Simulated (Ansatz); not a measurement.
cyclo-(Me2SnS)3 (C₆H₁₈S₃Sn₃) was relaxed with PBE-D4 (def2-SVP) in Ansatz in these states: charge -1 doublet, neutral singlet. The geometries follow in no particular order.

In the def2 sets Sn takes a core potential; there is no spin–orbit coupling.

A:

```xyz
30

Sn    1.9858    0.9316    0.5187
C     1.4306    0.7477    2.6250
C     3.8715    2.0418    0.3998
S     0.3959    2.5830   -0.4153
Sn   -1.6388    1.2558   -0.8749
C    -1.2446    0.2625   -2.7819
C    -3.1279    2.8270   -1.2130
S    -2.4673   -0.2236    0.8446
Sn   -0.2537   -1.6837    0.2824
C     0.0119   -2.8949    2.1282
C    -0.9831   -3.2491   -1.1198
S     2.2707   -1.1881   -0.6031
H     1.9441   -0.1207    3.0820
H     0.3328    0.6121    2.6805
H     1.7172    1.6789    3.1554
H     4.6572    1.4906    0.9551
H     3.7426    3.0510    0.8396
H     4.1763    2.1378   -0.6605
H    -2.0013   -0.5243   -2.9674
H    -0.2338   -0.1876   -2.7311
H    -1.2743    1.0172   -3.5939
H    -2.7480    3.5549   -1.9577
H    -4.0648    2.3660   -1.5860
H    -3.3358    3.3493   -0.2590
H     0.8113   -3.6435    1.9526
H     0.2991   -2.2448    2.9775
H    -0.9370   -3.4160    2.3709
H    -2.0220   -3.5128   -0.8343
H    -0.3394   -4.1507   -1.0546
H    -0.9751   -2.8677   -2.1596
```

B:

Cartesian coordinates in Å:
```
Sn 1.117 -1.049 1.709
C 0.345 -2.938 0.978
C 2.708 -1.210 3.171
S -0.668 0.228 2.808
Sn -1.722 1.242 0.836
C -0.627 3.014 0.235
C -3.793 1.574 1.376
S -1.794 -0.394 -1.003
Sn 0.466 -0.154 -1.933
C 0.873 -2.044 -2.914
C 0.583 1.581 -3.230
S 2.082 0.268 -0.135
H 1.132 -3.461 0.401
H -0.532 -2.722 0.340
H 0.039 -3.556 1.844
H 3.545 -1.795 2.744
H 2.322 -1.713 4.079
H 3.058 -0.193 3.432
H -1.005 3.368 -0.743
H 0.443 2.742 0.164
H -0.768 3.800 1.001
H -3.841 2.243 2.257
H -4.326 2.036 0.523
H -4.257 0.602 1.625
H 1.912 -2.042 -3.294
H 0.745 -2.862 -2.182
H 0.166 -2.184 -3.754
H -0.391 1.711 -3.740
H 1.384 1.436 -3.980
H 0.805 2.473 -2.615
```

**Question.** Judge from the bond lengths which geometry belongs to which state (an estimate).

**Answer.** A is the charge -1 doublet (Sn9–S12 2.721 Å, S8–Sn9 2.711 Å, Sn9–C10 2.224 Å); B is the neutral singlet (Sn9–S12 2.455 Å, S8–Sn9 2.455 Å, Sn9–C10 2.168 Å).

At PBE-D4/def2-SVP the highest occupied level of the relaxed charge -1 doublet lies above zero (up to 0.38 eV). By energy differences its removal costs 0.54 eV (each at its own geometry, to the charge 0 singlet, at PBE0-D4/def2-TZVP).
